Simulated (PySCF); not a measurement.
## `O=C(Cl)CC(F)(F)F`, C₃H₂ClF₃O

Cartesian coordinates in Å; atom numbers follow the order of the lines, from 1:
```xyz
10

O     1.481   -1.636   -0.814
C     1.254   -0.571   -0.353
Cl    2.232    0.826   -0.746
C     0.133   -0.235    0.608
C    -1.038    0.421   -0.120
F    -0.727    1.612   -0.636
F    -1.501   -0.332   -1.119
F    -2.061    0.623    0.722
H    -0.239   -1.159    1.056
H     0.475    0.456    1.379
```

Method: GIAO B3LYP/pcSseg-1 magnetisability, rotational g tensor and spin-rotation constants, non-relativistic, gas phase (PySCF 2.14.0). Geometry: GFN2-xTB.

**Question.** Give the nuclear spin-rotation constants along the inertial axes (H = +C I·J) beside the isotropic shieldings.

**Answer.** Rotational constants 2.9422, 1.1620, 0.9954 GHz. A star marks the isotopologue with that one atom substituted, in its own axes.
```csv
atom,isotope,Caa (kHz),Cbb (kHz),Ccc (kHz),mean (kHz),σ (ppm)
Cl3,35Cl,1.277,0.432,0.481,0.730,423.1
F6,19F,4.897,1.162,1.227,2.429,244.3
F7,19F,4.276,1.599,1.041,2.305,245.5
F8,19F,2.884,1.581,1.658,2.041,237.9
H9,1H,-0.290,0.004,-0.091,-0.126,28.6
H10,1H,-0.326,-0.067,-0.016,-0.136,28.4
O1,17O*,-1.693,-1.005,-0.270,-0.989,-302.5
C2,13C*,1.319,0.465,0.317,0.700,4.0
C4,13C*,0.555,0.250,0.214,0.340,125.5
C5,13C*,0.963,0.365,0.316,0.548,47.5
```
For the geometry as given, no vibrational averaging.

**Question.** How do the rotational constants and the g tensor change when H9, H10 are replaced by deuterium?

**Answer.** Constants 2.8256, 1.1483, 0.9908 GHz; g -0.0366, -0.0184, -0.0159, against -0.0380, -0.0186, -0.0159 before.
